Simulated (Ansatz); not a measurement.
C₂H₆ClGa, charge +1, doublet, at a GFN2-xTB geometry (such geometries of metal compounds can be far from the true shape) (a state made from the parent by changing its charge; the spin is typed, not shown lowest); BHLYP/def2-SVP run with Ansatz (a quantum-chemistry and plane-wave program).

Ansatz was given this input:
Ansatz 0.2 input:
```yaml
crystal:
  periodic: [false, false, false]
  atoms:
    - {symbol: Ga, position_ang: [-0.11318702, 0.04469571, -0.08248336]}
    - {symbol: C, position_ang: [-1.92172568, -0.98294550, -0.55503717]}
    - {symbol: H, position_ang: [-1.85733445, -1.24248750, -1.61332384]}
    - {symbol: H, position_ang: [-2.74321140, -0.29652337, -0.34397420]}
    - {symbol: H, position_ang: [-1.91352618, -1.85857301, 0.09676954]}
    - {symbol: C, position_ang: [-0.37592146, 1.89024885, -1.11933910]}
    - {symbol: H, position_ang: [-0.66734654, 1.64329702, -2.14141930]}
    - {symbol: H, position_ang: [0.59865420, 2.37779450, -1.05496299]}
    - {symbol: H, position_ang: [-1.15677370, 2.43270961, -0.58316277]}
    - {symbol: Cl, position_ang: [1.47260108, -0.58150613, 1.07313619]}
basis:
  gaussian:
    orbitals: def2-SVP
hamiltonian:
  xc: {name: BHLYP}
total_charge: 1
magnetization: {spin_polarized: true, initial_magnetization: 1}
accuracy: high
```

It wrote (shortened):

```
Functional definition: BHLYP
2395 factors; integrals over basis functions are off by at most 1.0e-8 eV
mean field evaluation 1: about -67043.3195 eV, gradient 3.8e1 eV
mean field evaluation 2: about -67045.2055 eV, gradient 3.3e1 eV
mean field evaluation 4: about -67050.6414 eV, gradient 1.5e0 eV
mean field evaluation 8: about -67050.6936 eV, gradient 1.8e-1 eV
mean field evaluation 16: about -67050.6944 eV, gradient 1.5e-4 eV
mean field -67050.69443850 eV, -2464.0675720219 hartree, gradient 5.8e-8 eV, S^2 0.780451; 0 other end points of the search recorded, 0 dependent functions left out
reference -67050.69446715 eV, -2464.0675730746 hartree; 33, 32 occupied and 75, 76 virtual orbitals, 2395 factors
Total energy: -67050.69446715 eV, -2464.0675730746 hartree
```
